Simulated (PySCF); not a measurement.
Question: Write Cartesian coordinates for InChI=1S/C8H5F/c9-8-3-1-2-6-4-5-7(6)8/h1-5H as optimised with PBE0-D3(BJ)/def2-SVP.

Answer: 
```xyz
14
C8H5F angstrom
F      0.607    2.740    0.009
C      0.541    1.415   -0.093
C      1.757    0.669   -0.128
C      1.743   -0.703   -0.232
C      0.517   -1.440   -0.311
C     -0.622   -0.695   -0.275
C     -0.626    0.723   -0.168
C     -2.139    0.691   -0.197
C     -2.141   -0.659   -0.300
H      2.698    1.221   -0.068
H      2.692   -1.243   -0.256
H      0.523   -2.528   -0.393
H     -2.915    1.454   -0.153
H     -2.923   -1.414   -0.371
```

Any rigid rotation of these coordinates is as good. Atoms count from 1 in this order. The 6-membered ring C2–C3–C4–C5–C6–C7 has internal angles of 115.7° to 123.4°; it is planar, 0.00 Å rms from its mean plane, widest ring torsion 0°. The 9 C–C bonds span 1.353 Å (C8=C9, drawn double) to 1.519 Å (C6–C9, drawn single), a spread of 0.166 Å. The 4-membered ring C6–C7–C8–C9 has internal angles of 88.6° to 91.4° (sum 360°, against 360° for a flat polygon); it is planar, 0.00 Å rms from its mean plane, widest ring torsion 0°. The 9 heavy atoms lie in one plane (0.000 Å rms).

Bonds between heavy atoms (Å): F1–C2 1.331, C2–C3 1.427, C3–C4 1.376, C4–C5 1.432, C5–C6 1.362, C6–C7 1.422, C7–C8 1.514, C8=C9 1.353, C2–C7 1.358, C6–C9 1.519.

Method: PBE0-D3(BJ)/def2-SVP geometry optimisation, gas phase in PySCF.

Point group: Cs (every atom within 0.08 Å of its image). PBE0-D3(BJ)/def2-SVP frequencies: not computed here.
